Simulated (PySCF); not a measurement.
C5H5F. Atoms are numbered in the order given.

```xyz
11

C     -0.7751    -2.6384     0.0000
C      0.1321    -1.6964     0.0000
C      1.0434    -0.7431     0.0000
C      0.8026     0.7061     0.0000
C     -0.4015     1.2873     0.0000
F     -0.5427     2.6166     0.0000
H     -1.1718    -3.0533     0.9350
H     -1.1718    -3.0533    -0.9350
H      2.0963    -1.0511     0.0000
H      1.6801     1.3584     0.0000
H     -1.3581     0.7560     0.0000
```

Geometry optimised at B3LYP-D3(BJ)/def2-SVP. The structure was generated by enumeration; whether it is a known compound was not checked. Other conformers were not sampled.

Level of theory: PySCF with PBE0/def2-TZVP.

Atomic charges (e):

| atom | meta-Löwdin | Löwdin |
|---|---|---|
| C1 | -0.31 | ? |
| C2 | 0.03 | ? |
| C3 | -0.17 | ? |
| C4 | -0.17 | -0.19 |
| C5 | 0.17 | -0.26 |
| F6 | -0.26 | 0.17 |
| H7 | 0.15 | ? |
| H8 | 0.15 | ? |
| H9 | 0.15 | 0.17 |
| H10 | 0.14 | 0.16 |
| H11 | 0.13 | ? |

What belongs in the gaps? (The exact figures need the calculation; the answer reports its results.)


- C1, Löwdin: -0.21
- C2, Löwdin: -0.07
- C3, Löwdin: -0.17
- H7, Löwdin: 0.14
- H8, Löwdin: 0.14
- H11, Löwdin: 0.13

Computed Mayer and Wiberg (Löwdin basis) orders of the bonds:
| bond | Mayer | Wiberg |
|---|---|---|
| C1–C2 | 1.96 | 2.19 |
| C2–C3 | 1.89 | 1.97 |
| C3–C4 | 1.02 | 1.28 |
| C4–C5 | 1.83 | 2.02 |
| C5–F6 | 1.06 | 1.76 |
| C1–H7 | 0.93 | 0.87 |
| C1–H8 | 0.93 | 0.87 |
| C3–H9 | 0.93 | 0.80 |
| C4–H10 | 0.94 | 0.82 |
| C5–H11 | 0.98 | 0.87 |
